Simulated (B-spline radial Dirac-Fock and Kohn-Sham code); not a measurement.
## Auger decay of the 3d5/2 hole in Sr⁶⁺

System: Sr⁶⁺, configuration 1s2 2s2 2p6 3s2 3p6 3d10 4s2 4p2.

The run's input, task.json:

```json
{"items": [{
  "Z": 38,
  "q": 6,
  "cfg": [[1, 0, 2], [2, 0, 2], [2, 1, 6], [3, 0, 2], [3, 1, 6], [3, 2, 10], [4, 0, 2], [4, 1, 2]],
  "A": 88,
  "rrms": 4.224,
  "do": ["binding", "quiet", "decay"],
  "holes": ["K", "L1", "L2", "L3", "M1", "M2", "M3", "M4", "M5", "N1"]
}]}
```

Command: `python xray_run.py task.json out`

Level of theory: one-electron (LDA, Dirac) transition rates at Dirac-Fock energies; a B-spline atomic structure program. Kinetic energies are configuration averages from the vacuum level; the two-hole energies are estimated from single-hole states.

```
transition  kinetic energy (eV)  width (meV)  share (%)
   M5-N2N2                 6.26       0.0295        3.5
   M5-N2N3                 7.88        0.533       63.1
   M5-N3N3                 9.51        0.282       33.4
```

Channels within a few eV of threshold rest on estimated energies and may be closed in reality. The listed channels hold 100 % of the non-radiative rate. Summed by principal shells, of 0.000844 eV in all: MNN 100.0 %.

Values without a named source are computed, but for edge energies of neutral atoms, which are taken from tables.
